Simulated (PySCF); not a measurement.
Dipole response of Ga (gallium, neutral)

[Ar] 3d10 4s2 4p1, 2P determinant. All numbers are calculated (PySCF 2.14, the non-relativistic Hamiltonian (point nucleus), in dyall-av2z). Coupled (time-dependent) response in atomic units; α is the mean over directions. A double-zeta set is small for polarisabilities.

```csv
method,mean α (bohr³),"α xx, yy, zz",C₆ (like pair),S(−4)
B97-3,58.25,"45.36, 84.03, 45.36",500.2,2155
```

S(−4) is the Cauchy moment in α(ω) = α(0) + S(−4) ω² + …

Reference α: 50 ± 3 bohr³ (recommended; Schwerdtfeger and Nagle, table of static dipole polarizabilities (2023 update)). Published C₆: 498.0 (Chu and Dalgarno (2004); Tang, Norbeck and Certain (1976)).

Spin-orbit coupling is absent.

α(iu) at B97-3:

```csv
u (hartree),α(iu) (bohr³)
0,58.25
0.0500,53.55
0.100,44.29
0.200,28.48
0.300,18.83
0.500,9.526
0.750,5.048
1.00,3.112
1.50,1.531
2.00,0.9171
3.00,0.4476
5.00,0.1859
```

The components differ because the open shell of this determinant is not spherical; for a pure term their mean is the scalar polarisability.
